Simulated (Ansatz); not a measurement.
The same path of a periodic cell of 31 atoms, Al$_{30}$Si (host Al, host structure fcc, dopant Si, one Al atom removed) was run twice with different band settings.

Method: DFT PBE, scalar-relativistic, plane waves, PAW in Ansatz. Settings: PAW set soft_1, cutoff 420 eV, k mesh 2x2x2, fermi-dirac smearing 0.15 eV, no spin polarisation.

Relaxed end points:

```xyz
31
Lattice="8.1000 0.0000 0.0000 0.0000 8.1000 0.0000 0.0000 0.0000 8.1000" Properties=species:S:1:pos:R:3
Al 4.025 0.001 0.018
Al 6.083 2.028 0.025
Al 6.080 -0.001 2.021
Al 0.014 0.001 0.029
Al 2.005 2.026 0.027
Al 4.037 4.052 0.031
Al 6.083 6.071 0.026
Si 1.975 0.001 1.995
Al 4.017 1.976 2.037
Al 6.078 4.048 2.021
Al 6.071 2.015 4.046
Al 6.071 -0.003 6.088
Al 0.009 4.051 0.029
Al 2.003 6.077 0.030
Al 0.013 2.023 2.023
Al 2.010 4.050 2.023
Al 4.018 6.121 2.037
Al 0.005 -0.001 4.046
Al 2.027 1.978 4.036
Al 4.028 4.048 4.042
Al 6.072 6.080 4.045
Al 2.003 0.000 6.098
Al 4.031 2.019 6.087
Al 6.082 4.051 6.091
Al 0.013 6.075 2.024
Al 0.022 4.048 4.050
Al 2.027 6.122 4.034
Al 0.009 2.030 6.098
Al 2.005 4.051 6.098
Al 4.030 6.081 6.086
Al 0.011 6.070 6.098
```

```xyz
31
Lattice="8.1000 0.0000 0.0000 0.0000 8.1000 0.0000 0.0000 0.0000 8.1000" Properties=species:S:1:pos:R:3
Al 4.061 0.000 -0.014
Al 6.061 2.031 -0.015
Al 6.056 0.000 2.044
Al -0.004 0.000 -0.004
Al 2.039 2.018 -0.003
Al 4.068 4.050 -0.016
Al 6.061 6.069 -0.015
Si 4.082 0.000 4.082
Al 4.048 1.990 2.050
Al 6.058 4.050 2.036
Al 6.052 2.023 4.069
Al 6.051 0.000 6.051
Al -0.011 4.050 -0.011
Al 2.039 6.082 -0.003
Al -0.003 2.018 2.039
Al 2.040 4.050 2.040
Al 4.048 6.110 2.050
Al -0.014 0.000 4.061
Al 2.050 1.990 4.048
Al 4.064 4.050 4.064
Al 6.052 6.077 4.069
Al 2.044 0.000 6.056
Al 4.069 2.023 6.052
Al 6.060 4.050 6.060
Al -0.003 6.082 2.039
Al -0.016 4.050 4.068
Al 2.050 6.110 4.048
Al -0.015 2.031 6.061
Al 2.036 4.050 6.058
Al 4.069 6.077 6.052
Al -0.015 6.069 6.061
```

Common settings: climbing image yes; spring 5.0 eV/Å²; end points relaxed.

| run | movable images | optimiser | start path | force threshold | iteration limit | theory |
| --- | --- | --- | --- | --- | --- | --- |
| 1 | 7 | lbfgs | IDPP | 0.03 eV/Å | 40 | DFT PBE, scalar-relativistic, plane waves, PAW PAW set soft_1, cutoff 420 eV, k mesh 2x2x2, fermi-dirac smearing 0.15 eV, no spin polarisation |
| 2 | 3 | quadratic models (default) | default | 0.05 eV/Å | 50 | DFT PBE, scalar-relativistic, plane waves, PAW PAW set soft_1, cutoff 200 eV, k mesh 2x2x2, fermi-dirac smearing 0.15 eV, no spin polarisation |

What does each run give, and how far can it be trusted?

Run 1: converged after 12 iterations, highest image 0.602 eV above the first end. By the program's own check the climbing image is a first-order saddle point (lowest curvatures found: -0.99 and 0.35 eV/Å²).
Run 2: converged after 4 iterations, highest image 0.615 eV above the first end. The order of the stationary point at the top wasn't checked. The plane-wave cutoff is below what these datasets need, so energies and pressures aren't converged.
Limits of this set-up: coarse k mesh, no spin, though dangling bonds at a vacancy may carry it, a small cell, in which the defect meets its images.
